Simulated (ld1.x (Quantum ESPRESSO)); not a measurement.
# Pt: PAW pseudisation with PBE, fully relativistic reference atom.

platinum, PAW, made with ld1.x (Quantum ESPRESSO) 7.5 (PBE, fully relativistic). Core [Xe] 4f14, reference 5d10 6s0 6p0. Waves: 6s (bound, empty): rcut 2.30, rcutus 2.55 bohr; 6s channel at 4.9 Ry: rcut 2.30, rcutus 2.55 bohr; 6p (bound, empty): rcut 2.25, rcutus 2.85 bohr; 6p channel at 0.55 Ry: rcut 2.25, rcutus 2.85 bohr; 5d (bound): rcut 1.50, rcutus 1.70 bohr; 5d channel at 0.9 Ry: rcut 1.50, rcutus 1.70 bohr. Local part: all-electron potential smoothed inside 1.55 bohr (lloc = -1). Core correction: Bessel-smoothed model core inside 1.00 bohr. Augmentation charge: PSQ, inside the norm-conserving radii.

Open shells are filled in proportion to 2j + 1 (rel_dist='average').

All-electron outer shells of the reference configuration (PBE, scalar-relativistic, ld1.x):

| shell | level (eV) | outermost node (bohr) | outermost maximum (bohr) |
| --- | --- | --- | --- |
| 4f | -67.59 | – | 0.38 |
| 5p | -53.73 | 0.53 | 0.98 |
| 6s | -4.89 | 1.15 | 2.44 |
| 5d | -4.46 | 0.57 | 1.28 |
| 6p | -0.56 | 1.37 | 4.03 |

Question: Tests: 5d9 6s1 6p0; 5d9 6s0 6p0; 5d8 6s0 6p0; 5d8 6s2 6p0; 5d9.5 6s0.5 6p0; 5d8 6s1 6p1; 5d7 6s0 6p0. Which has the largest error in its energy relative to the reference configuration, and how large is it?

Answer: 5d7 6s0 6p0, with -341 meV (all-electron minus pseudo) on +61.44 eV.

The ghost test of this file was not conclusive.
